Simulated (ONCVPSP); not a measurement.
Building the ONCV potential for palladium (Pd) (PBE, scalar-relativistic).

* Element: palladium
* Generator: ONCVPSP 4.0.1
* Type: optimised norm-conserving Vanderbilt (ONCV)
* Functional: PBE
* Relativity: scalar-relativistic
* Frozen core: [Ar] 3d10
* Valence charge: 18
* Reference configuration: 4s2 4p6 4d10
* Partial waves: 4s: rc 1.20 bohr, ncon 3, nbas 6, qcut 9.5 1/bohr, 2 projectors, debl 0.4 Ha; 4p: rc 1.55 bohr, ncon 5, nbas 9, qcut 9.6 1/bohr, 3 projectors, debl 0.35 Ha; 4d: rc 2.00 bohr, ncon 4, nbas 9, qcut 9.5 1/bohr, 3 projectors, debl 0.9 Ha
* Local potential: polynomial inside 0.90 bohr (lpopt 3, dvloc0 4 Ha)
* Core correction: polynomial model core, fcfact 0.25

In the s channel the program set the typed energies aside and used -3.136, 0.250 Ha. In the p channel the program set the typed energies aside and used -1.882, 0.250, 0.600 Ha.

(1) Estimate the cutoffs (Ha) at which the residual kinetic energy of the hardest occupied pseudo-wave falls to 1 and 0.1 mHa per electron.

(2) What does a ghost test show?

Answers

(1) 35 Ha and 40 Ha.

(2) No bound ghost flagged; GHOST(+) flagged for s at 357.1 eV.

Its largest configuration-test error is +1.2 meV (4s2 4p6 4d8). 2 of 4 tests not solved or not reliable.
